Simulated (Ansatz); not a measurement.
Isolated molecules relaxed with PBE0-D4/def2-TZVP in Ansatz; ΔE leaves out vibrations. CCSD(T)/CBS adds triple-zeta CCSD(T) − MP2 to the extrapolated MP2 energy (def2 sets, frozen cores). This one scheme is used for every species. Functionals use def2-TZVPP. Elements past krypton have def2 core potentials. For Te outer-core shells are correlated without core-valence functions, which leaves a few kJ/mol of doubt a bond. One conformer a species, not always the lowest.

`O[SiH]([SiH3])[TeH]` + `[CH3][AlH2]` → `[CH3][AlH][TeH]` + `O[SiH2][SiH3]`  (formal exchange of groups at a Te–Si bond)

Is it downhill or uphill in electronic energy at CCSD(T)/CBS, and by how much? (Best estimate.)

Ansatz gave: Downhill: ΔE = -56.2 kJ/mol.

What do these levels give: BLYP-D4, r2SCANh-D4, B2PLYP, PBE, CCSD/def2-SVP, MP2/def2-TZVPP? (Best estimate.)

Ansatz gave: BLYP-D4 -49.4, r2SCANh-D4 -57.5, B2PLYP -59.5, PBE -55.8, CCSD/def2-SVP -66.2, MP2/def2-TZVPP -57.8 kJ/mol.

Largest T1 diagnostic among the species: 0.012.

The D4 term adds +7.4 kJ/mol with B3LYP and +4.0 kJ/mol with PBE0; it sums over pairs of atoms, weighted by their polarisabilities, and B3LYP, whose exchange is more repulsive, gets the larger term. In def2-TZVPP, CCSD(T) changes the Hartree–Fock value by +8.9 kJ/mol (the triples alone add +1.8 kJ/mol) and MP2 by +11.1 kJ/mol.

B3LYP here is the variant with VWN-RPA as its local correlation; programs differ in this.
